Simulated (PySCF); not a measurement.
CH6AlN, SMILES C[NH][AlH2]. The structure is a stationary point at B3LYP-D3(BJ)/def2-TZVP.

Level of theory: B3LYP-D3(BJ)/def2-TZVP run with PySCF 2.14.0.

Harmonic wavenumbers (cm⁻¹): 176, 226, 269, 543, 568, 597, 710, 790, 1087, 1124, 1143, 1400, 1466, 1494, 1521, 1938, 1945, 2993, 3028, 3083, 3556. Rotational constants (GHz): 36.31, 5.073, 4.578; symmetry number 1.

Q: Work out the zero-point energy and the ideal-gas rigid-rotor harmonic-oscillator thermochemistry at 298.15 K and 1 atm.

A: ZPE = ½ Σ hcν = ½ × 29655 cm⁻¹ = 177.37 kJ/mol. H − E(el) = 193.59 kJ/mol. Entropy in J/(mol K): translation 159.61, rotation 98.15, vibration 34.13, total 291.89. G − E(el) = 106.57 kJ/mol. Cp = 80.70 J/(mol K).
